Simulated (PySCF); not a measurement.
Species: C6H9ClO.
Numbering: `[Cl:1][CH2:2][C@@H:3]1[CH2:4][CH2:5][C@H:6]2[O:7][C@@H:8]12` (hydrogens: H9, H10 on C2; H11 on C3; H12, H13 on C4; H14, H15 on C5; H16 on C6; H17 on C8)

The geometry is computed with GFN2-xTB (gas phase).

(1) List the bond lengths, angles and torsions at this level.

## Answers

(1) 
```
  bond  length (bohr)   order
Cl1–C2          3.369  single
 C2–C3          2.879  single
 C3–C4          2.912  single
 C4–C5          2.905  single
 C5–C6          2.860  single
 C6–O7          2.646  single
 O7–C8          2.640  single
 C3–C8          2.875  single
 C6–C8          2.766  single
 C2–H9          2.060  single
C2–H10          2.059  single
C3–H11          2.065  single
C4–H12          2.058  single
C4–H13          2.056  single
C5–H14          2.057  single
C5–H15          2.062  single
C6–H16          2.046  single
C8–H17          2.047  single
```

Orders are formal, as drawn. A selection of angles:
```
    angle  degrees
Cl1–C2–C3    110.8
 C2–C3–C4    112.7
 C2–C3–C8    109.2
 C4–C3–C8    103.0
 C3–C4–C5    106.4
 C4–C5–C6    103.5
 C5–C6–O7    114.7
 C5–C6–C8    109.2
 O7–C6–C8     58.3
 C6–O7–C8     63.1
 C3–C8–O7    114.7
 C3–C8–C6    109.3
 C6–C8–O7     58.6
```

Dihedral angles: Cl1–C2–C3–C4 -68° (synclinal); C2–C3–C4–C5 -89° (synclinal); C3–C4–C5–C6 -29° (synperiplanar); C4–C5–C6–O7 -45° (synclinal); C5–C6–O7–C8 98° (anticlinal); C6–O7–C8–C3 -98° (anticlinal); C2–C3–C8–O7 166° (antiperiplanar); C5–C6–C8–O7 -108° (anticlinal).

The 3-membered ring C6–O7–C8 has internal angles of 58.3° to 63.1°. The 5-membered ring C3–C4–C5–C6–C8 has internal angles of 103.0° to 109.3°; it is puckered, 0.13 Å rms from its mean plane, widest ring torsion 29°. The 6 C–C bonds span 1.464 Å (C6–C8, drawn single) to 1.541 Å (C3–C4, drawn single), a spread of 0.077 Å. Of the pairs four or more bonds apart, Cl1···H13 is among the closest relative to their van der Waals radii: 2.77 Å, 94 % of the sum of Bondi's values.

Point group: C1 (no symmetry element, even within 0.4 Å). Not checked by GFN2-xTB frequencies. One conformer, not necessarily the lowest.
